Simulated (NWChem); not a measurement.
Molecule: SiH3S2Cl; SMILES S[SiH](Cl)S

```xyz
7

Si     0.0389     0.0294     0.5216
S     -1.7350    -0.9352    -0.1742
S      0.1955     2.0444    -0.1558
Cl     1.5618    -1.1815    -0.1656
H      0.1425     0.1235     1.9991
H     -2.5449     0.0657     0.2406
H     -0.0609     1.7382    -1.4476
```
Atoms are numbered in this order, from 1.

Computed with NWChem. Geometry: optimised at PBE0/def2-SVP. Ions are spin-unrestricted doublets at the neutral geometry; other ion states weren't tried. Functional: LC-ωPBE (HJS hole) with def2-SVP; the question gives the range parameter ω in 1/bohr.

Task: Predict the results for range parameter (1/bohr) 0.40. Quantities: vertical ionisation energy, ΔSCF (eV); −ε(HOMO) (eV).

Result: 
```
Quantity                               Result
-------------------------------------  ------
vertical ionisation energy, ΔSCF (eV)   10.32
−ε(HOMO) (eV)                           10.47
```
